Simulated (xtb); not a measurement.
C2H4F2Si2, SMILES C#C[Si@H](F)[SiH2]F. All values are semi-empirical tight-binding results from xtb (GFN2-xTB unless named), good for trends rather than for accurate numbers. Geometry optimised at GFN2-xTB. The structure was generated by enumeration; whether it is a known compound was not checked. One conformer was computed; it need not be the lowest.

Optimised geometry:

Bonds (Å): C1–C2 1.203, C1–H7 1.053, C2–Si3 1.850, Si3–F4 1.619, Si3–Si5 2.300, Si3–H8 1.462, Si5–F6 1.612, Si5–H9 1.460, Si5–H10 1.460. Angles (°): C2–C1–H7 179.0, C1–C2–Si3 177.3, C2–Si3–F4 105.7, C2–Si3–Si5 113.2, C2–Si3–H8 108.4, F4–Si3–Si5 110.2, F4–Si3–H8 102.3, Si5–Si3–H8 116.0, Si3–Si5–F6 110.4, Si3–Si5–H9 116.2, Si3–Si5–H10 112.6, F6–Si5–H9 102.8, F6–Si5–H10 103.0, H9–Si5–H10 110.5.

A frequency run showed that this geometry is not a minimum.

```
Quantity                                         Value
---------------------------------------  -------------
orbital gap                                    4.20 eV
dipole moment                                   2.52 D
static polarisability (D4 model)            79.5 bohr³
solvation energy, GFN2-xTB/ALPB(water)   -1.3 kcal/mol
solvation energy, GFN2-xTB/ALPB(ch2cl2)  -3.4 kcal/mol
```

Computed atomic charges and the Wiberg bond orders between heavy atoms:
charges (e) C1 -0.07, C2 -0.12, Si3 0.49, F4 -0.28, Si5 0.47, F6 -0.28, H7 0.08, H8 -0.09, H9 -0.09, H10 -0.11. Bond orders C1–C2 2.91, C2–Si3 0.94, Si3–F4 1.10, Si3–Si5 0.79, Si5–F6 1.12.
